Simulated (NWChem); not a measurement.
System: CHF₂NOSi; SMILES O=C=N[SiH](F)F

```xyz
7

Si     0.3724     0.9184     0.0000
F     -0.3535     1.5344    -1.2916
F     -0.3535     1.5344     1.2916
N      0.1548    -0.7600     0.0000
C     -0.0275    -1.9464     0.0000
O     -0.1952    -3.0967     0.0000
H      1.7921     1.2941     0.0000
```
Atoms are numbered in this order, from 1.

Computed with NWChem. All runs use the structure optimised with PBE0/def2-SVP.

Predict the results for LC-BLYP (range parameter 0.33 per bohr)/def2-SVP. Quantities: highest occupied level (eV); orbital gap (eV); dipole (D).


```json
{
 "highest occupied level (eV)": "-11.55",
 "orbital gap (eV)": "13.75",
 "dipole (D)": "1.35"
}
```
